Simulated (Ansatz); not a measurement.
Species: CH₃AlF, net charge 1, singlet state. It need not be the lowest isomer of its formula. 
Coordinates optimised at B3LYP-D3(BJ)/def2-TZVP (Ansatz, an electronic-structure program):
```
C
H 1 1.0918
H 1 1.0918 2 110.24
H 1 1.0918 2 110.24 3 -121.93
Al 1 1.9125 2 108.69 4 -119.03
F 5 1.6058 2 155.43 1 180.00
```
Charge +1, spin multiplicity 1.

Basis-set convergence of Hartree-Fock and MP2 correlation energies (hartree) with Ansatz. Cores are frozen in the correlated levels unless marked. No spin-orbit coupling. Non-relativistic.

```json
[
 {"basis": "aug-cc-pV(D+d)Z", "functions": "105", "E(HF)": "-380.79149", "E(corr, MP2)": "-0.40323"},
 {"basis": "aug-cc-pV(T+d)Z", "functions": "216", "E(HF)": "___", "E(corr, MP2)": "___"}
]
```

**Question.** Fill in the missing entries.

**Answer.** 
- aug-cc-pV(T+d)Z, E(HF): -380.84012
- aug-cc-pV(T+d)Z, E(corr, MP2): -0.49515
